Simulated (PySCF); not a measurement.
## Two-component Hartree-Fock for Tc (technetium, neutral)

Start: [Kr] 4d5 5s2; 4d5/2 filled at m_j = -3/2, -1/2, +1/2, +3/2, +5/2. Calculated with PySCF 2.14 in x2c-TZVPall-2c (8s9p7d1f, 77 functions): generalised Hartree-Fock with the X2C-1e Hamiltonian and a Gaussian nucleus; one run each with spin-orbit coupling (SO) switched off, then screened by Boettger's factors. This is a chosen level, not necessarily the ground level.

```json
{"spinor shell": "1s1/2", "electrons": "2", "ε, spin-free (eV)": "-21159.9", "ε, screened SO (eV)": "-21158.7", "weight of nominal j (screened SO)": "1.000", "rms radius, screened SO (bohr)": "0.0394"}
{"spinor shell": "2s1/2", "electrons": "2", "ε, spin-free (eV)": "-3096.5", "ε, screened SO (eV)": "-3096.2", "weight of nominal j (screened SO)": "1.000", "rms radius, screened SO (bohr)": "0.162"}
{"spinor shell": "2p1/2", "electrons": "2", "ε, spin-free (eV)": "-2764.7", "ε, screened SO (eV)": "-2846.4", "weight of nominal j (screened SO)": "1.000", "rms radius, screened SO (bohr)": "0.141"}
{"spinor shell": "2p3/2", "electrons": "4", "ε, spin-free (eV)": "-2764.7", "ε, screened SO (eV)": "-2726.5", "weight of nominal j (screened SO)": "1.000", "rms radius, screened SO (bohr)": "0.145"}
{"spinor shell": "3s1/2", "electrons": "2", "ε, spin-free (eV)": "-572.81", "ε, screened SO (eV)": "-572.73", "weight of nominal j (screened SO)": "1.000", "rms radius, screened SO (bohr)": "0.442"}
{"spinor shell": "3p1/2", "electrons": "2", "ε, spin-free (eV)": "-460.90", "ε, screened SO (eV)": "-475.11", "weight of nominal j (screened SO)": "1.000", "rms radius, screened SO (bohr)": "0.439"}
{"spinor shell": "3p3/2", "electrons": "4", "ε, spin-free (eV)": "-460.90", "ε, screened SO (eV)": "-454.23", "weight of nominal j (screened SO)": "1.000", "rms radius, screened SO (bohr)": "0.450"}
{"spinor shell": "3d3/2", "electrons": "4", "ε, spin-free (eV)": "-279.96", "ε, screened SO (eV)": "-282.45", "weight of nominal j (screened SO)": "0.965", "rms radius, screened SO (bohr)": "0.433"}
{"spinor shell": "3d5/2", "electrons": "6", "ε, spin-free (eV)": "-279.96", "ε, screened SO (eV)": "-278.21", "weight of nominal j (screened SO)": "0.977", "rms radius, screened SO (bohr)": "0.437"}
{"spinor shell": "4s1/2", "electrons": "2", "ε, spin-free (eV)": "-89.858", "ε, screened SO (eV)": "-89.840", "weight of nominal j (screened SO)": "1.000", "rms radius, screened SO (bohr)": "1.13"}
{"spinor shell": "4p1/2", "electrons": "2", "ε, spin-free (eV)": "-56.241", "ε, screened SO (eV)": "-61.813", "weight of nominal j (screened SO)": "0.658", "rms radius, screened SO (bohr)": "1.26"}
{"spinor shell": "4p3/2", "electrons": "4", "ε, spin-free (eV)": "-56.241", "ε, screened SO (eV)": "-53.516", "weight of nominal j (screened SO)": "0.829", "rms radius, screened SO (bohr)": "1.27"}
{"spinor shell": "4d5/2", "electrons": "5", "ε, spin-free (eV)": "-14.162", "ε, screened SO (eV)": "-14.158", "weight of nominal j (screened SO)": "0.576", "rms radius, screened SO (bohr)": "1.80"}
{"spinor shell": "5s1/2", "electrons": "2", "ε, spin-free (eV)": "-6.646", "ε, screened SO (eV)": "-6.646", "weight of nominal j (screened SO)": "1.000", "rms radius, screened SO (bohr)": "3.85"}
```

```csv
quantity,spin-free,screened SO
E (hartree),-4282.77379,-4283.32786
M_J,5/2,5/2
⟨J²⟩,8.791,8.791
⟨L²⟩,0.000,0.018
⟨S²⟩,8.791,8.779
```

Each row is a mean over spinors that exchange with the open shell spreads, by up to 9.498 eV (4p3/2).

Rows whose weight is well below 1 are mixtures of j = l ± 1/2: exchange outweighs spin-orbit coupling there, and the label is only the starting occupation.

Breit and QED terms are absent; they matter most for the inner s and p1/2 levels.

Densities and radii are taken from the X2C orbitals without a picture-change correction, which distorts them close to the nucleus.

Without spin-orbit coupling the j labels of p, d and f shells carry no meaning; the spin-free column gives the mean over the occupied spinors of each nl shell.
